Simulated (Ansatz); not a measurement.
The same path of H2OSb (4 atoms, charge -1, multiplicity 1) was run twice with different band settings. The coordinate that changes most is the height of Sb2 over the plane of its neighbours.

Theory: RKS PBE0-D4/def2-TZVP (Ansatz).

Relaxed end points:

```xyz
4
Properties=species:S:1:pos:R:3
O -1.704 -0.271 -0.104
Sb 0.089 -0.239 -0.607
H 0.958 -0.868 0.819
H 0.658 1.377 -0.108
```

```xyz
4
Properties=species:S:1:pos:R:3
O -1.581 -0.437 -0.547
Sb -0.242 0.206 0.577
H 1.061 -1.007 0.448
H 0.761 1.238 -0.479
```

Common settings: movable images 7; climbing image yes; spring 5.0 eV/Å²; optimiser quadratic models (default); force threshold 0.03 eV/Å; iteration limit 60; end points relaxed.

| run | start path |
| --- | --- |
| 1 | through a guess of the saddle point |
| 2 | straight line |

What does each run give, and how far can it be trusted?

Run 1: converged after 7 iterations, highest image 2.319 eV above the first end. A vibrational analysis at the climbing image gives one clearly imaginary mode, 1275i cm⁻¹: a first-order saddle point.
Run 2: converged after 5 iterations, highest image 2.248 eV above the first end. The order of the stationary point at the top wasn't checked.
Limits of this set-up: an anion without diffuse functions, the dipole of an ion depends on the origin.
